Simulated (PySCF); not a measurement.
**ORD: `F[C@@H]1[CH2][GeH2][C@H](F)C1`, C4H8F2Ge**

Geometry:
```csv
atom,x (Å),y (Å),z (Å)
F1,0.998,-0.572,1.540
C2,1.143,-0.519,0.160
C3,1.111,0.955,-0.208
Ge4,-0.755,1.378,0.310
C5,-1.336,-0.494,-0.108
F6,-1.908,-1.044,1.028
C7,-0.051,-1.241,-0.461
H8,2.091,-1.018,-0.072
H9,1.874,1.496,0.346
H10,1.297,1.085,-1.272
H11,-0.933,1.680,1.761
H12,-1.421,2.440,-0.525
H13,-2.089,-0.609,-0.892
H14,0.081,-1.266,-1.543
H15,-0.105,-2.263,-0.085
```

Computed with PySCF, TDDFT B3LYP/def2-SVPD circular dichroism and optical rotation, one conformer, gas phase. Geometry: GFN2-xTB.

The calculation is non-relativistic, which matters for the atoms heavier than Zn. States above about 7.7 eV (minus the energy of the highest occupied orbital) lie near or above the ionisation threshold and depend on the basis.

Stereocentres: C2 S, C5 S.

Question: What is the specific rotation at 633, 589.3, 546, 436, 405, 365, 355 nm?

Answer: [α] in deg dm⁻¹ (g/mL)⁻¹:
| λ (nm) | origin-invariant length gauge | modified velocity gauge | length gauge (centre of mass) | isotropic polarisability (au) |
| --- | --- | --- | --- | --- |
| 633 | +5.5 | -1.6 | +5.8 | 78.4 |
| 589.3 | +6.4 | -1.9 | +6.8 | 78.7 |
| 546 | +7.5 | -2.3 | +8.0 | 79.1 |
| 436 | +12.4 | -4.0 | +13.2 | 80.6 |
| 405 | +14.6 | -5.0 | +15.6 | 81.3 |
| 365 | +18.6 | -6.9 | +19.9 | 82.5 |
| 355 | +19.8 | -7.5 | +21.3 | 82.9 |

Where the gauges differ in sign the basis doesn't settle the rotation.

The first excitation lies at 6.96 eV (178 nm) with R = +3.0 × 10⁻⁴⁰ esu² cm² (velocity form).
